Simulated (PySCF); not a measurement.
# As: excitation energy

As [Ar] 3d10 4s2 4p3 (4S) → As [Ar] 3d10 4s1 4p4 (4P), as a difference of total energies. Computed with PySCF 2.14 in aug-cc-pVTZ-DK (7s6p4d2f, 59 functions), with the spin-free X2C one-electron Hamiltonian (Gaussian nucleus). Correlated levels: valence: [Ar] 3d10 frozen. The calculations carry no spin-orbit coupling.

| method | excitation energy (eV) |
| --- | --- |
| UHF | 8.575 |
| MP2 (valence) | 8.670 |
| SCS-MP2 (valence) | 8.686 |
| CCSD (valence) | 8.165 |
| CCSD(T) (valence) | 7.941 |

Task: How much does correlation contribute at CCSD(T) (valence)?

Result: 7.941 − (8.575) = -0.634 eV, measured against UHF.

The coupled-cluster amplitudes are large for the upper state (T1 above 0.03 or a double amplitude above 0.15), so a single reference is strained.
